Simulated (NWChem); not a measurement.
Molecule: ZnHF; SMILES [ZnH][F]

```xyz
3

Zn     0.0000     0.0000    -0.3422
H      0.0000     0.0000    -1.8548
F      0.0000     0.0000     1.4006
```
Atoms are numbered in this order, from 1.

The geometry was optimised at PBE0/def2-SVP. B3LYP is NWChem's, with the RPA form of VWN correlation.

**Question.** List the 6 lowest vertical singlet excitations from B3LYP/def2-SVP, TDA (NWChem).

**Answer.** 
| state | energy (eV) | oscillator strength | leading excitation (squared amplitude) |
|---|---|---|---|
| S1 | 7.22 | 0.014 | HOMO → LUMO (0.94) |
| S2 | 7.22 | 0.014 | HOMO−1 → LUMO (0.94) |
| S3 | 8.31 | 0.050 | HOMO−3 → LUMO (0.48) |
| S4 | 8.73 | 0.000 | HOMO−1 → LUMO+2 (0.49) |
| S5 | 8.81 | 0.000 | HOMO−1 → LUMO+1 (0.48) |
| S6 | 8.81 | 0.000 | HOMO−1 → LUMO+2 (0.48) |
